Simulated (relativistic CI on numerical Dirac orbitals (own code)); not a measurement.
# Pb LXVI: computed level list

Method of calculation: Dirac-Coulomb-Breit CI, orbitals from a KLI potential per configuration, model QED (radiative potential, 1s self-energy scaled to tabulated hydrogen-like ionisation energies), unscaled Slater integrals (own radial code, finite nucleus).

Configurations in the expansion (outside the closed core [Ne]): 3s2 3p5, 3s2 3p4 3d, 3s 3p6, 3s 3p5 3d, 3s 3p4 3d2, 3p6 3d, 3s2 3p3 3d 4p, 3s2 3p4 4s, 3s 3p4 3d 4s, 3p6 4s, 3s2 3p4 4p, 3p6 4p, 3s2 3p4 4d, 3s2 3p4 4f, 3s 3p5 4s, 3p5 3d 4p, 3s 3p5 4p, 3s 3p5 4d, 3s 3p5 4f, 3s2 3p4 5s, 3s2 3p4 5p, 3s2 3p3 4s 4p, 3s2 3p4 5d, 3s2 3p4 5f, 3s2 3p4 5g, 3s 3p4 4s2, 3s 3p5 5s, 3s 3p5 5p, 3s2 3p3 3d2, 3s2 3p2 3d3, 3s 3p3 3d3, 3s2 3p2 3d2 4s, 3s2 3p2 3d2 4p, 3s2 3p2 3d2 4d, 3p5 3d2, 3p4 3d3, 3p4 3d2 4s, 3p4 3d2 4p, 3p4 3d2 4d, 3s2 3p3 3d 4s, 3s 3p3 3d2 4s, 3s2 3p2 3d 4s2, 3s2 3p2 3d 4s 4p, 3s2 3p2 3d 4s 4d, 3p5 3d 4s, 3p4 3d 4s2, 3p4 3d 4s 4p, 3p4 3d 4s 4d, 3s2 3p3 4s2, 3s 3p3 3d 4s2, 3s2 3p2 4s2 4p, 3s2 3p2 4s2 4d, 3s2 3p3 4p2, 3s2 3p2 3d 4p2, 3s 3p3 3d 4p2, 3s2 3p2 4s 4p2, 3s2 3p2 4p3, 3s2 3p2 4p2 4d. Double excitations out of closed p, d and f shells are left out; levels of such configurations are missing from the list, as are those of other unlisted configurations, and high levels can miss mixing partners. These lack a partner that the ground configuration has and come out too high: 3s2 3p4 4f, 3s 3p5 4p, 3s 3p5 4d, 3s 3p5 4f, 3s2 3p4 5s.

The lowest level is 3s2 3p5 2P°_3/2, with 99 % of that term; Hund's rules for 3s2 3p5 give 2P° with J = 3/2, in agreement.

```tsv
No.	Configuration	Term	J	E (10³ cm⁻¹)	%	Lifetime (s)	jj configuration (%)
1	3s2 3p5	2P°	3/2	0.0	99		3p3/2^3 (99)
2	3p4(3P) 3d	4D	3/2	2175.2	35	2.73e-10	3p3/2^2 3d3/2 (99)
3	3p4(3P) 3d	4D	5/2	2236.9	35	1.32e-10	3p3/2^2 3d3/2 (98)
4	3p4(3P) 3d	4P	1/2	2244.1	51	3.39e-11	3p3/2^2 3d3/2 (99)
5	3p4(3P) 3d	2F	7/2	2261.6	37	7.52e-03	3p3/2^2 3d3/2 (99)
6	3p4(1S) 3d	2D	3/2	2446.6	64	2.59e-10	3p3/2^2 3d3/2 (99)
7	3p4(1D) 3d	2F	7/2	3218.0	48	9.35e-08	3p3/2^2 3d5/2 (99)
8	3p4(3P) 3d	4F	9/2	3235.4	68	9.87e-08	3p3/2^2 3d5/2 (100)
9	3p4(3P) 3d	2P	1/2	3311.2	61	5.89e-12	3p3/2^2 3d5/2 (98)
10	3p4(1S) 3d	2D	5/2	3507.4	55	3.73e-09	3p3/2^2 3d5/2 (99)
11	3p4(3P) 3d	2P	3/2	3569.6	42	1.21e-12	3p3/2^2 3d5/2 (98)
12	3p4(3P) 3d	2D	5/2	3606.8	59	8.69e-13	3p3/2^2 3d5/2 (97)
13	3p3(2P°) 3d2(3F)	4F°	3/2	4487.7	28	4.27e-11	3p3/2 3d3/2^2 (99)
14	3p3(2P°) 3d2(3F)	4F°	5/2	4548.5	24	3.22e-11	3p3/2 3d3/2^2 (98)
15	3p3(2P°) 3d2(3F)	4D°	1/2	4551.8	46	1.93e-11	3p3/2 3d3/2^2 (97)
16	3p3(2P°) 3d2(3F)	2G°	7/2	4562.1	25	7.32e-11	3p3/2 3d3/2^2 (98)
17	3s2 3p5	2P°	1/2	4625.5	97	1.62e-10	3p1/2 3p3/2^4 (97)
18	3p3(2P°) 3d2(1S)	2P°	3/2	4790.4	21	3.54e-11	3p3/2 3d3/2^2 (97)
19	3p3(2P°) 3d2(3F)	4G°	9/2	5505.3	33	6.50e-11	3p3/2 3d3/2 3d5/2 (99)
20	3s2 3p3 3d2	2F°	7/2	5548.4	22	1.38e-11	3p3/2 3d3/2 3d5/2 (99)
21	3p3(2P°) 3d2(3F)	4D°	3/2	5644.1	34	2.95e-12	3p3/2 3d3/2 3d5/2 (98)
22	3p3(2D°) 3d2(3P)	4P°	1/2	5647.3	43	3.37e-12	3p3/2 3d3/2 3d5/2 (99)
23	3p3(2P°) 3d2(3F)	2F°	5/2	5652.3	26	2.48e-12	3p3/2 3d3/2 3d5/2 (99)
24	3p3(2P°) 3d2(3P)	4D°	5/2	5658.5	26	2.82e-11	3p3/2 3d3/2 3d5/2 (99)
25	3p3(2P°) 3d2(1G)	2H°	11/2	5669.3	39	1.96e-10	3p3/2 3d3/2 3d5/2 (97)
26	3s2 3p3 3d2	2F°	7/2	5710.7	29	3.66e-12	3p3/2 3d3/2 3d5/2 (98)
27	3p3(2P°) 3d2(3F)	2G°	7/2	5823.4	22	1.10e-12	3p3/2 3d3/2 3d5/2 (96)
28	3p3(2P°) 3d2(3P)	2D°	5/2	5830.1	27	1.14e-12	3p3/2 3d3/2 3d5/2 (97)
29	3p3(2P°) 3d2(3P)	2P°	3/2	5861.2	24	1.11e-12	3p3/2 3d3/2 3d5/2 (97)
30	3p3(2P°) 3d2(1G)	2G°	9/2	5892.0	38	9.41e-13	3p3/2 3d3/2 3d5/2 (99)
31	3p3(2D°) 3d2(3P)	4F°	3/2	5942.1	25	1.36e-12	3p3/2 3d3/2 3d5/2 (97)
32	3p3(2P°) 3d2(1G)	2F°	5/2	6005.6	45	1.35e-12	3p3/2 3d3/2 3d5/2 (99)
33	3p3(2P°) 3d2(3P)	2P°	1/2	6027.8	47	1.38e-12	3p3/2 3d3/2 3d5/2 (98)
34	3s 3p6	2S	1/2	6457.3	71	3.35e-13	3s (71)
35	3p3(2P°) 3d2(3F)	4G°	11/2	6664.9	40	3.04e-12	3p3/2 3d5/2^2 (97)
36	3p4(3P) 3d	4D	1/2	6694.8	77	4.09e-12	3p1/2 3p3/2^3 3d3/2 (94)
37	3p3(2P°) 3d2(1D)	2D°	5/2	6729.2	28	2.37e-12	3p3/2 3d5/2^2 (97)
38	3p3(2P°) 3d2(1D)	2F°	7/2	6765.0	30	2.53e-12	3p3/2 3d5/2^2 (98)
39	3p4(3P) 3d	4F	3/2	6790.3	34	1.05e-10	3p1/2 3p3/2^3 3d3/2 (98)
40	3p3(2P°) 3d2(3F)	4F°	9/2	6791.8	40	1.06e-12	3p3/2 3d5/2^2 (98)
41	3p4(3P) 3d	4F	5/2	6858.2	50	4.23e-12	3p1/2 3p3/2^3 3d3/2 (99)
42	3p4(1D) 3d	2G	7/2	6868.6	59	8.07e-10	3p1/2 3p3/2^3 3d3/2 (99)
43	3p3(2P°) 3d2(1D)	2P°	1/2	6909.8	48	8.78e-13	3p3/2 3d5/2^2 (97)
44	3p2(3P) 3d3(2D)	4F	3/2	6948.5	33	1.11e-11	3p1/2^2 3d3/2^3 (99)
45	3p3(2P°) 3d2(3F)	2F°	7/2	7057.6	31	6.23e-13	3p3/2 3d5/2^2 (97)
46	3p3(2P°) 3d2(3F)	2D°	5/2	7084.8	28	9.37e-13	3p3/2 3d5/2^2 (98)
47	3p3(2P°) 3d2(1S)	2P°	3/2	7091.5	31	1.49e-12	3p3/2 3d5/2^2 (99)
48	3p4(3P) 3d	2D	5/2	7161.3	44	1.49e-13	3p1/2 3p3/2^3 3d3/2 (98)
49	3p4(1D) 3d	2P	3/2	7191.9	39	1.46e-13	3p1/2 3p3/2^3 3d3/2 (97)
50	3p3(2P°) 3d2(1S)	2P°	3/2	7211.2	30	5.21e-13	3p3/2 3d5/2^2 (96)
51	3p4(1D) 3d	2P	1/2	7270.8	32	6.57e-14	3p1/2 3p3/2^3 3d3/2 (78)
52	3p4(3P) 3d	4D	7/2	7770.9	45	4.87e-10	3p1/2 3p3/2^3 3d5/2 (99)
53	3p4(3P) 3d	2P	3/2	7860.3	49	7.96e-11	3p1/2 3p3/2^3 3d5/2 (99)
54	3p4(1D) 3d	2G	9/2	7890.1	67	4.81e-10	3p1/2 3p3/2^3 3d5/2 (99)
55	3p4(3P) 3d	2F	5/2	7897.4	46	4.06e-10	3p1/2 3p3/2^3 3d5/2 (99)
56	3p4(1D) 3d	2D	5/2	7959.5	51	7.80e-11	3p1/2 3p3/2^3 3d5/2 (97)
57	3p2(1S) 3d3(4F)	4F	5/2	8003.0	33	1.86e-12	3p1/2^2 3d3/2^2 3d5/2 (97)
58	3p4(1D) 3d	2F	7/2	8035.2	73	1.79e-10	3p1/2 3p3/2^3 3d5/2 (98)
59	3p2(1S) 3d3(4P)	4P	3/2	8063.0	19	1.70e-12	3p1/2^2 3d3/2^2 3d5/2 (98)
60	3p2(1S) 3d3(2H)	2H	9/2	8111.8	26	1.50e-12	3p1/2^2 3d3/2^2 3d5/2 (99)
61	3p2(1S) 3d3(2G)	2G	7/2	8115.7	25	1.54e-12	3p1/2^2 3d3/2^2 3d5/2 (97)
62	3p2(1S) 3d3(4P)	4P	1/2	8119.4	31	1.62e-12	3p1/2^2 3d3/2^2 3d5/2 (99)
63	3p4(3P) 3d	2D	3/2	8253.4	63	7.61e-13	3p1/2 3p3/2^3 3d5/2 (96)
64	3p4(3P) 3d	2P	1/2	8329.4	61	5.11e-13	3p1/2 3p3/2^3 3d5/2 (94)
65	3p2(1S) 3d3(2D)	2D	5/2	8372.8	23	1.41e-12	3p1/2^2 3d3/2^2 3d5/2 (98)
66	3s 3p5 3d	4P°	1/2	8462.3	78	5.69e-13	3s 3p3/2^3 3d3/2 (86)
67	3s 3p5 3d	4P°	3/2	8613.5	49	3.74e-13	3s 3p3/2^3 3d3/2 (87)
68	3s 3p5 3d	2F°	7/2	8669.7	40	3.85e-13	3s 3p3/2^3 3d3/2 (87)
69	3s 3p5 3d	4D°	5/2	8693.2	37	3.00e-13	3s 3p3/2^3 3d3/2 (89)
70	3s 3p5 3d	2P°	1/2	8788.7	27	6.52e-13	3p1/2 3p3/2^2 3d3/2^2 (58)
```

Energies count from the lowest computed level; ° marks odd parity; lifetimes are radiative, by E1, M1, E2, M2, E3 decay to levels of this space only. Percentages are summed over parent terms; the parents shown are those of the largest component, closed shells are left out there. Filled j subshells are mostly left out of the jj labels.

The mean weight of the leading LS term, summed over parents, in these 70 levels is 42 %, and that of the leading jj configuration (from the same eigenvectors) 96 %, so jj coupling describes them better and the LS labels are nominal.

At this charge energies of transitions that change n are usually good to better than 1 %, and those within a shell (Δn = 0) to a few per cent.

LS names give the leading component of a level, which can be under half, so a name can repeat, a term be missing and a line seem to break the LS rules.
